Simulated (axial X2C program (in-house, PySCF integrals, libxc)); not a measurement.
## Correcting the dissociation energy of RbI for spin–orbit coupling

A spin-free PBE0 curve (one-electron X2C) was computed with an in-house all-electron X2C program for linear molecules (integrals from PySCF), basis I dyall-v2z [9s9p7d], Rb dyall-v2z [10s11p6d] (cores contracted in-house), for the state M_S = 0, Λ = 0 (closed shell). It gives D0 = 3.392 eV to I + Rb, which in a spin-free picture are the weighted means of the ground terms.

Measured levels of the ground terms (NIST Handbook of Basic Atomic Spectroscopic Data), in cm⁻¹: I 2P: J = 3/2 at 0, J = 1/2 at 7603.1; Rb 2S: J = 1/2 at 0.

The molecular state has Λ = 0, so it has no first-order lowering.

Problem. How far does each ground level lie under the (2J+1)-weighted mean of its term?

Solution. I: (4 × 0 + 2 × 7603.1)/6 = 2534 cm⁻¹; Rb: a single level, 0.

Problem. Correct D0.

Solution. D0 = 3.392 + (0 − 2534)/8065.5 = 3.078 eV at PBE0 with these spin–orbit terms. The direct two-component run gives 3.084 eV; the difference holds second-order terms in the molecule, scalar two-electron terms, the gap between measured and computed atomic splittings (a 2c atom can miss part of its lowering) and, in coupled cluster, the truncation of each run.

Second-order spin–orbit effects in the molecule, which grow quickly with Z, are left out. The state is one determinant whose occupation by symmetry is held fixed; it was picked as the lowest of a PBE0 search that is not exhaustive. De is counted from the lowest determinant-based energies of the atoms at the same level, without counterpoise correction. The functionals have no current-density term, which raises determinants with orbital currents, atoms included.
